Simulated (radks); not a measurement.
Values are calculated unless marked as measured or tabulated.
Valence configurations of Br (all share [Ar]). Code: a radial shooting solver on a logarithmic mesh with Libxc functionals. Model: scalar-relativistic Kohn-Sham, PBEsol, spin-polarised, spherical densities, finite nucleus; open shells are filled with parallel spins first; Fermi nuclear charge, rms radius 4.1629 fm. Order these by energy: 3d10 4s1 4p6; 3d9 4s2 4p6; 3d10 4s2 4p5; 3d9.5 4s2 4p5.5; 3d10 4s1.5 4p5.5.

Answer. From the lowest, in eV above it: 3d10 4s2 4p5 0.000; 3d10 4s1.5 4p5.5 6.139; 3d10 4s1 4p6 12.301; 3d9.5 4s2 4p5.5 30.801; 3d9 4s2 4p6 64.085. NIST lists [Ar] 3d10 4s2 4p5 as the ground configuration; this level of theory agrees among the configurations tried. The energies are those of spherical high-spin densities, not of single terms.
